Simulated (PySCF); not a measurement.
Run record: geometry optimisation, `N#CC1C[SiH2]C1`.

Method: PBE0-D3(BJ)/def2-SVP geometry optimisation, gas phase (PySCF 2.14.0). Start geometry: GFN2-xTB. The command runs a driver script over a list of jobs; the input below is this job's line of settings and its coordinates in Å.

Command:
```bash
OMP_NUM_THREADS=1 python probes_run.py task.json out
```

Input:
```
{"job": {"xc": "PBE0", "basis": "def2-SVP", "d3": "d3bj", "grid": 1, "shake": 0.01, "kind": "geom"}, "charge": 0, "multiplicity": 1}
N     -2.536850    -0.422930     1.726710
C     -1.826610    -0.302480     0.849440
C     -0.877160    -0.166500    -0.210160
C     -0.061330     1.187510    -0.151420
Si     1.584550     0.271850    -0.272790
C      0.326870    -1.146160    -0.058760
H     -1.357050    -0.295960    -1.159250
H     -0.362190     1.873510    -0.950580
H     -0.264590     1.706230     0.815860
H      2.223920     0.342740    -1.565540
H      2.519990     0.492990     0.840360
H      0.323970    -1.946230    -0.790310
H      0.312300    -1.611440     0.916110
```

**Question.** Give the output.

**Answer.** 
```
step   0  E = -500.22492087  max force = 0.047586
step   1  E = -500.23209786  max force = 0.005433
step   2  E = -500.23235262  max force = 0.001173
step   3  E = -500.23255419  max force = 0.003381
step   4  E = -500.23269345  max force = 0.003436
step   5  E = -500.23291246  max force = 0.002230
step   6  E = -500.23317315  max force = 0.002162
step   7  E = -500.23336970  max force = 0.002529
step   8  E = -500.23351275  max force = 0.001998
step   9  E = -500.23355384  max force = 0.000800
step  10  E = -500.23356228  max force = 0.000440
optimisation converged
```

Energies in Eh; «max force» is the largest Cartesian gradient component in Eh/bohr.

**Question.** How much energy does the optimisation release, in kcal/mol?

**Answer.** E(step 0) − E(last step) = 0.008641 Eh, which is 5.4 kcal/mol.

**Question.** Give the first gradient maximum in eV/Å.

**Answer.** With 1 Eh/bohr = 51.422 eV/Å, 2.447 eV/Å.

Summary of the converged run: final energy -500.23356 Eh after 10 steps; dipole 3.83 D.

**Question.** Give the final coordinates.

**Answer.** 0.328 Å rms from the input after alignment:
```
atom  x, y, z in Å
N1    -2.8668   -0.2936    1.3898
C2    -1.9704   -0.1693    0.6669
C3    -0.8118   -0.0113   -0.2047
C4    -0.0328    1.3306   -0.0531
Si5    1.5337    0.3496   -0.4952
C6     0.3406   -1.0363    0.0184
H7    -1.1711   -0.0981   -1.2438
H8    -0.4022    2.1649   -0.6636
H9    -0.0104    1.6459    1.0020
H10    1.8538    0.3614   -1.9542
H11    2.7841    0.5667    0.2903
H12    0.2489   -1.9856   -0.5256
H13    0.4519   -1.2563    1.0922
```

**Question.** How long does this job take on one thread of an Arm Neoverse N1, shared host with 64 logical CPUs at a one-minute load of 61? And the peak memory of the process?

**Answer.** About 1.8 min, with 0.49 GiB resident at the peak, the Python interpreter and its libraries included.
Labels such as C1 count atoms from 1, the log's own numbers from 0.
